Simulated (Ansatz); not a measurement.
Reaction (formal exchange of groups at a C–Ge bond): `[CH3][GeH]([CH3])[Cl]` + `FC1[SiH2]S1` → `C[Si@H]1S[C@H]1F` + `[CH3][GeH2][Cl]`

Gas-phase electronic energies from Ansatz, PBE0-D4/def2-TZVP geometries. CCSD(T)/CBS adds triple-zeta CCSD(T) − MP2 to the extrapolated MP2 energy (def2 sets, frozen cores). DFT in def2-TZVPP. B3LYP here is the variant with VWN-RPA as its local correlation; programs differ in this. For Ge outer-core shells are correlated without core-valence functions, which leaves a few kJ/mol of doubt a bond. Scalar relativity is left out up to krypton.

Q: Is it downhill or uphill in electronic energy at CCSD(T)/CBS, and by how much? (Estimate.)

A: Ansatz gave: Downhill: ΔE = -0.12 eV.

Q: What do these levels give: r2SCAN-D4, PBE, B3LYP, SCS-MP2/def2-TZVPP, CCSD(T)/def2-TZVPP, HF/def2-QZVPP? (An estimate is asked.)

A: Ansatz gave: r2SCAN-D4 -0.17, PBE -0.16, B3LYP -0.15, SCS-MP2/def2-TZVPP -0.10, CCSD(T)/def2-TZVPP -0.10, HF/def2-QZVPP -0.15 eV.

Largest T1 diagnostic among the species: 0.014.

In def2-TZVPP, CCSD(T) changes the Hartree–Fock value by +0.04 eV (the triples alone add +0.00 eV) and MP2 by +0.04 eV.
